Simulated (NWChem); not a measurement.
TaNH2OF2; SMILES [NH]=[Ta]([OH])([F])[F]

```xyz
7

Ta    -0.0121    -0.0041     0.0000
N      0.1908    -1.7513     0.0000
H      0.2749    -2.7599     0.0000
F     -0.9455     0.4789     1.5711
F     -0.9455     0.4789    -1.5711
O      1.7110     0.7829     0.0000
H      2.6079     0.4369     0.0000
```
Atoms are numbered in this order, from 1.

All runs: NWChem. Coordinates come from a PBE0/def2-SVP optimisation. def2 effective core potentials on Ta; no spin-orbit coupling.

**Question.** Predict the results for N12/def2-SVP. Quantities: highest occupied level (eV); orbital gap (eV); dipole (D).

**Answer.** 
```
Item                         Value
---------------------------  -----
highest occupied level (eV)  -6.60
orbital gap (eV)              5.18
dipole (D)                    2.71
```
